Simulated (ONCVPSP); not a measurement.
Transferability test, ONCV potential for Al (Z = 13)

Al (Z = 13), optimised norm-conserving Vanderbilt (ONCV), made with ONCVPSP 4.0.1 (LDA (Perdew-Wang 92), scalar-relativistic). Core [Ne], reference 3s2 3p1. Waves: 3s: rc 2.25 bohr, ncon 3, nbas 7, qcut 3.1 1/bohr, 2 projectors, debl 0.5 Ha; 3p: rc 2.00 bohr, ncon 4, nbas 8, qcut 3.1 1/bohr, 2 projectors, debl 3.3 Ha; d scattering state at 0.14 Ha: rc 1.75 bohr, ncon 4, nbas 7, qcut 4.6 1/bohr, 2 projectors, debl 0.5 Ha. Local part: polynomial inside 1.75 bohr (lpopt 5, dvloc0 4 Ha). Core correction: Teter function, fcfact 5, rcfact 1.7.

Energies are relative to the spin-unpolarised reference configuration 3s2 3p1; without spin polarisation the order of configurations can differ from experiment.

```csv
valence configuration,charge,ΔE all-electron (eV),error AE − PS (meV)
3s2 3p0,+1,5.841,-8.9
3s1 3p0,+2,25.211,-139
3s1 3p1,+1,11.660,-32
```

Task: What are ΔE and the potential's error for 3s2 3p0.5?

Result: ΔE = 2.122 eV all-electron; the error (AE − PS) is -1.4 meV.
